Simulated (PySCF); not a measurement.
H2MoO4, charge -1, multiplicity 2. Atoms are numbered in the order given.

```xyz
7

Mo     0.0000     0.0000     0.1413
O      1.4678     0.0000     1.0673
O     -1.4678     0.0000     1.0673
O      0.0000    -1.3554    -1.3121
H      0.0000    -2.2695    -1.0097
O      0.0000     1.3554    -1.3121
H      0.0000     2.2695    -1.0097
```
Charge -1, spin multiplicity 2.

Geometry: B3LYP-D3(BJ)/def2-SVPD. The spin state was assumed, not searched. The isomer is the one that the SMILES or the coordinates give; other isomers of the formula were not compared. The def2 effective core potentials stand for the cores of Mo; spin–orbit coupling is left out. The values are those of a single conformer.

Method: B3LYP-D3(BJ)/def2-SVPD run with PySCF 2.14.0.

Frequencies are harmonic and unscaled.

| mode | ν (cm⁻¹) | IR (km/mol) | moving atoms (share of kinetic energy) |
|---|---|---|---|
| 1 | 162 | 0.0 | O 94 % |
| 2 | 199 | 0.6 | O 87 %, H 9 % |
| 3 | 203 | 14.9 | O 75 %, Mo 20 % |
| 4 | 231 | 0.8 | O 69 %, Mo 18 %, H 13 % |
| 5 | 311 | 0.0 | H 86 %, O 14 % |
| 6 | 315 | 2.5 | O 89 %, Mo 11 % |
| 7 | 354 | 162.2 | H 84 %, O 15 % |
| 8 | 561 | 177.6 | O 82 %, Mo 17 % |
| 9 | 602 | 132.5 | O 77 %, Mo 17 % |
| 10 | 767 | 133.4 | H 89 %, O 10 % |
| 11 | 774 | 20.8 | H 91 % |
| 12 | 905 | 420.2 | O 79 %, Mo 21 % |
| 13 | 939 | 136.0 | O 91 %, Mo 9 % |
| 14 | 3853 | 63.9 | H 94 % |
| 15 | 3856 | 5.4 | H 94 % |
